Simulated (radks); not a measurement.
Question: The table gives one normalised radial function P(r) = r R(r) of Co4+ in [Ar] 3d5 (r in bohr). Method: scalar-relativistic Kohn-Sham, HCTH/407, spin-polarised, spherical densities, finite nucleus; open shells are filled with parallel spins first; Fermi nuclear charge, rms radius 3.7875 fm; computed with a radial shooting solver on a logarithmic mesh with Libxc functionals.

r           P
0.004819   0.1455
0.006127   0.1773
0.007726   0.2126
0.009822   0.2531
0.01249    0.2959
0.01587    0.3376
0.02002    0.3717
0.02545    0.3924
0.03235    0.3870
0.04113    0.3416
0.05186    0.2468
0.06593    0.0879
0.08382   -0.1284
0.1066    -0.3740
0.1344    -0.5843
0.1708    -0.6910
0.2172    -0.5981
0.2761    -0.2615
0.3482     0.2489
0.4426     0.8139
0.5626     1.2051
0.7153     1.2722
0.902      1.0431
1.147      0.6610
1.458      0.3165
1.853      0.1090
2.337      0.0269
2.971      0.0040

Which n and l does it have? It may be an empty orbital.

Answer: n = 3, l = 0: the number of nodes gives n - l - 1 = 2, the rise at small r (about r^(l+1)) gives l, and the extent must fit the shell. The curve is that of 3s up; the table hardly tells the two spins apart. 3s up: eigenvalue -166.32 eV, 2 radial nodes at r = 0.0732, 0.313 bohr, <r> = 0.757 bohr, 90 % of the charge inside 1.13 bohr.
